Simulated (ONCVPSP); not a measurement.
# Plane-wave convergence, ONCV potential for Gd (Z = 64)

```json
{
 "Element": "gadolinium (Gd)",
 "Generator": "ONCVPSP 4.0.1",
 "Type": "optimised norm-conserving Vanderbilt (ONCV)",
 "Functional": "PBEsol",
 "Relativity": "scalar-relativistic",
 "Frozen core": "[Kr] 4d10",
 "Valence charge": "18",
 "Reference configuration": "4f7 5s2 5p6 5d1.5 6s1.5",
 "Partial waves": "5s+6s: rc 2.00 bohr, ncon 3, nbas 7, qcut 6.1 1/bohr, 2 projectors; 5p: rc 2.45 bohr, ncon 4, nbas 9, qcut 6 1/bohr, 1 projector; 5d: rc 2.65 bohr, ncon 4, nbas 8, qcut 4.1 1/bohr, 2 projectors, debl 3.5 Ha; 4f: rc 0.90 bohr, ncon 5, nbas 8, qcut 19.2 1/bohr, 2 projectors, debl 3.6 Ha",
 "Local potential": "polynomial inside 0.70 bohr (lpopt 3, dvloc0 6 Ha)",
 "Core correction": "Teter function, fcfact 4.25, rcfact 1.5"
}
```

For each optimised wave give the share of its norm inside rc, the residual kinetic energy above qcut (Ha) and the cutoffs (Ha) for errors of 10, 1, 0.1 and 0.01 mHa per electron.

| wave | norm inside rc | residual KE | 10 mHa | 1 mHa | 0.1 mHa | 0.01 mHa |
| --- | --- | --- | --- | --- | --- | --- |
| 5s | 0.922 | 2.0e-06 | 9.6 | 12.8 | 15.2 | 17.1 |
| 6s | 0.046 | 9.7e-07 | 6.7 | 11.2 | 14.2 | 16.5 |
| 5p | 0.930 | 2.9e-08 | 5.4 | 7.0 | 8.7 | 12.6 |
| 5d | 0.507 | 1.7e-04 | 5.3 | 7.1 | 9.9 | 30.2 |
| d projector 2 | 0.201 | 7.0e-03 | 8.2 | 16.9 | 39.8 | 45.5 |
| 4f | 0.637 | 7.6e-05 | 143.7 | 163.4 | 181.6 | 309.2 |
| f projector 2 | 0.050 | 5.7e-05 | 131.9 | 158.4 | 178.9 | 258.7 |

The occupied waves need 163 Ha and 182 Ha for 1 and 0.1 mHa. Note: ghosts flagged at negative energy: s at -308.9 eV, p at -114.9 eV; GHOST(+) flags only above 600 eV. A true bound ghost makes a file unfit for plane-wave use.
